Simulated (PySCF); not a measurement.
Several structures and their simulated spectra, in scrambled order.

A. SMILES [SiH2]([C@H](OC(=C)O[SiH3])F)F
B. `InChI=1S/C5H9NOSi/c1-3-5(8-3)6-4(2)7/h5H,1,8H2,2H3,(H,6,7)/t5-/m0/s1`
C. `CC(=O)[Si@@H]1C=CCN1`

Spectrum 1. 1H NMR (500 MHz, computed): δ 6.89 (br s, 1H), 6.67 (br s, 1H), 4.57 (m, 1H), 3.86 (br, 1H), 3.56 (m, 1H), 3.26 (m, 1H), 1.88 (s, 3H). 13C{1H} NMR (computed): δ 168.3 (C), 147.8 (C), 134.9 (CH2), 32.4 (CH), 24.4 (CH3).

Spectrum 2. 1H NMR (500 MHz, computed): δ 6.12 (m, 1H), 5.18 (m, 1H), 5.11 (m, 1H), 4.89 (s, 3H), 3.92 (m, 1H), 3.81 (m, 1H). 13C{1H} NMR (computed): δ 169.0 (C), 111.5 (CH), 68.2 (CH2).

Spectrum 3. 1H NMR (500 MHz, computed): δ 7.36 (m, 1H), 6.18 (m, 1H), 5.03 (m, 1H), 4.37 (m, 1H), 4.30 (m, 1H), 2.52 (s, 3H), 0.70 (br s, 1H). 13C{1H} NMR (computed): δ 247.8 (C), 158.9 (CH), 131.5 (CH), 58.5 (CH2), 39.1 (CH3).

PySCF 2.14 calculation with GFN2-xTB geometry and PBE0/pcSseg-1 with gauge-including orbitals; isolated molecule, fast rotation and ring inversion assumed for equivalent nuclei, non-relativistic, one conformer.

Chemical shifts δ = σref − σ; 1H, 13C against TMS, all at this level. Splittings of carbon signals by F and P are missing where no couplings were computed. Where no couplings were computed, multiplicities follow the n + 1 count of equivalent neighbours, and m marks all less simple cases (inequivalent or close neighbours, rings, F or P nearby). Acid and N–H amide carbonyl carbons lie up to 10 ppm further downfield in solution (hydrogen bonding). Shifts are as computed. Against solution values, carbons near 30 ppm lie about +3 ppm off and those near 130 ppm about +5 ppm. Of 1309 compounds with measured shifts, 239 miss one by over three times the rms of a fit or turn the order of signals round; such compounds aren't used in these exercises. OH and NH positions are gas-phase values without hydrogen bonding to other molecules.

Question: Match each spectrum to its structure.

Answer: 1–B, 2–A, 3–C.

- Spectrum 1 (B): 5 13C signals; δC 168.3 is an amide carbonyl carbon; δC 147.8 is a fully substituted alkene carbon.
- Spectrum 2 (A): 3 13C signals; δC 169.0 is an alkene carbon bearing oxygen; δC 111.5 is an sp3 CH bonded to F and O and Si.
- Spectrum 3 (C): 5 13C signals; δC 158.9 is an alkene CH; δC 131.5 is an alkene CH.
